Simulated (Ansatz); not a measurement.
Stepwise reaction of `[NH2][Ga]([NH2])[F]` with hydrogen fluoride, as a gas-phase model of exchange steps in deposition or etching. ΔE in kJ/mol; ΔG adds harmonic PBE0-D4 terms to CCSD(T)/CBS, at 1 bar.

Isolated molecules relaxed with PBE0-D4/def2-TZVP in Ansatz; ΔE leaves out vibrations. CCSD(T)/CBS is the MP2 limit (def2-TZVPP, def2-QZVPP) plus CCSD(T) − MP2 in def2-TZVPP, frozen cores. This one scheme is used for every species. Functionals use def2-TZVPP. B3LYP here is the variant with VWN-RPA as its local correlation; programs differ in this. For Ga outer-core shells are correlated without core-valence functions, which leaves a few kJ/mol of doubt a bond. Scalar relativity is left out up to krypton. Each species was taken in one conformer, which may not be the lowest.

| step | reaction | PBE-D4 | B3LYP-D4 | ωB97M-V | CCSD(T)/CBS | ΔG(500 K) |
| --- | --- | --- | --- | --- | --- | --- |
| 1 | `[NH2][Ga]([NH2])[F]` + H–F → `[NH2][Ga]([F])[F]` + NH₃ | -46.3 | -48.4 | -47.5 | -36.8 | -38.2 |
| 2 | `[NH2][Ga]([F])[F]` + H–F → `[F][Ga]([F])[F]` + NH₃ | -25.0 | -26.0 | -25.6 | -15.7 | -6.4 |

(1) By hand: ΔE of the 2 steps together at CCSD(T)/CBS.

Answers

(1) (-36.8) + (-15.7) = -52.5 kJ/mol, or -26.2 kJ/mol a step.

In ΔE each step is higher than the one before. All are downhill at CCSD(T)/CBS. ΔG lies between -38.2 and -6.4 kJ/mol a step. PBE-D4 differs from CCSD(T)/CBS by -9.5 to -9.3 kJ/mol a step. Isolated molecules leave out the surface, adducts and barriers. Largest T1 diagnostic: 0.015.
